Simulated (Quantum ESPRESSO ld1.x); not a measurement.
Species: the terbium ion Tb+. Configuration: [Ne] 3s2 3p5 3d10 4s2 4p6 4d10 4f9 5s2 5p6 6s2 (not the ground configuration). All-electron calculation, scalar-relativistic Kohn-Sham, LDA (Slater exchange, VWN5 correlation), spin-unpolarised, spherical densities, point nucleus. Program: ld1.x of Quantum ESPRESSO 7.5.

Radial electron density D(r) = 4 pi r^2 rho(r):

r (bohr)  D(r) (e/bohr)
0.002238          15.45
0.003032          23.77
0.00411           35.26
0.00557           49.77
0.007549          65.75
0.01023           79.63
0.01387           86.57
0.01879           83.95
0.02547           76.99
0.03451           79.10
0.04678           97.49
0.06339           114.4
0.08592           105.2
0.1155            87.88
0.1565            95.07
0.2122            92.63
0.2875            55.66
0.3897            46.47
0.5281            53.86
0.7158            34.29
0.9701            16.94
1.315             10.58
1.782             5.042
2.415             1.768
3.273            0.8985
4.435            0.3994
6.011           0.07493
8.147          0.004328

D(r) has 4 maxima, at r = 0.0148, 0.0670, 0.181, 0.499 bohr, and minima at 0.0287, 0.123, 0.351 bohr, inside which lie 1.95, 11.26, 28.31 electrons.
